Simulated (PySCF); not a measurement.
A species of formula C2H7BO has this rotational fingerprint, computed with PBE0-D3(BJ)/def2-SVP geometry optimisation, gas phase in PySCF 2.14.0:

* Rotational constants: A = 36105, B = 3846, C = 3634 MHz
* Dipole components: |μa| = 1.05 D, |μb| = 0.35 D, |μc| = 0.03 D
* Inertial defect: -6.32 u·Å²
* κ: -0.99

Task: Which candidate fits, each taken in the one conformer that was computed?
A. BMe2(OH) (`CB(C)O`)
B. `[CH3:1][BH:2][O:3][CH3:4]` with C1–B2–O3–C4 -178°
C. BH2(OEt) (`[H]B([H])OCC`)

Result: B. It is CBOC, a near-prolate asymmetric top. The candidates at the same level (rigid rotor, commonest isotopes):

```tsv
SMILES	A (MHz)	B (MHz)	C (MHz)	μa (D)	μb (D)	μc (D)	Δ (u·Å²)	point group	rotor
[H]B([H])OCC	22771	4605	4482	1.70	0.61	0.55	-19.18	C1	near-prolate asymmetric top
CB(C)O	8667	7420	4205	1.46	0.10	0.04	-6.23	near Cs	asymmetric top
CBOC	36105	3846	3634	1.05	0.35	0.03	-6.32	near Cs	near-prolate asymmetric top
```

`[H]B([H])OCC` has A 37 % too low; `CB(C)O` has B 93 % too high. No structure here is proved a minimum.
